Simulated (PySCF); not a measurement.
## Which orbitals make which state

Species: C6H5N.
SMILES: `C(/C=C/C#N)#CC`

Level of theory: TDDFT wB97X-D/def2-SVPD, vertical, gas phase, core orbitals frozen in the response (PySCF 2.14.0, density-fitted response routines). Isolated species at its GFN2-xTB geometry, gas phase.

Orbital energies (eV): HOMO-3 -11.67, HOMO-2 -11.59, HOMO-1 -10.08, HOMO -9.08, LUMO -0.46, LUMO+1 1.91, LUMO+2 2.35.

Computed singlets:

```json
{"state": "S1", "E (eV)": "4.76", "f": "0.0001"}
{"state": "S2", "E (eV)": "4.99", "f": "0.601"}
{"state": "S3", "E (eV)": "6.29", "f": "0.0000"}
{"state": "S4", "E (eV)": "6.46", "f": "0.0002"}
{"state": "S5", "E (eV)": "6.80", "f": "0.0004"}
{"state": "S6", "E (eV)": "6.82", "f": "0.119"}
{"state": "S7", "E (eV)": "7.28", "f": "0.0026"}
{"state": "S8", "E (eV)": "7.60", "f": "0.0077"}
```

**Question.** Assign a leading configuration to S1, S2 and S6 and set E beside the orbital difference Δε.

**Answer.** 

```tsv
state	leading configuration	weight	Δε (eV)	E (eV)	E − Δε (eV)	f	other configurations
S1	HOMO-1→LUMO	0.96	9.62	4.76	-4.86	0.0001	–
S2	HOMO→LUMO	0.92	8.63	4.99	-3.63	0.601	–
S6	HOMO-2→LUMO	0.74	11.13	6.82	-4.31	0.119	–
```

E − Δε runs from -4.86 to -3.63 eV. By orbital difference alone the order would be S2, S1, S6.

H and L stand for HOMO and LUMO. The other states: S3 6.29 eV, f 0.0000, H-3→L (90%); S4 6.46 eV, f 0.0002, H→L+2 (44%), H→L+1 (22%), H→L+3 (13%); S5 6.80 eV, f 0.0004, H→L+3 (51%), H→L+1 (34%); S7 7.28 eV, f 0.0026, H→L+1 (32%), H→L+2 (13%), H→L+5 (12%); S8 7.60 eV, f 0.0077, H-4→L (92%).

**Question.** Which computed triplets share their leading configuration (75% or more) with a singlet, and how far apart are the partners?

**Answer.** 

```csv
configuration,triplet,E(T) (eV),singlet,E(S) (eV),E(S) − E(T) (eV)
HOMO→LUMO,T1,2.96,S2,4.99,+2.04
HOMO-1→LUMO,T2,4.55,S1,4.76,+0.21
```

The 3 triplets are Tamm–Dancoff values, the singlets full response.

Summed over the main configurations (up to three a state, each over 8%) of all 8 singlets, the electron leaves HOMO with weight 3.15, HOMO-1 with weight 0.96, HOMO-4 with weight 0.92 and HOMO-3 with weight 0.90.
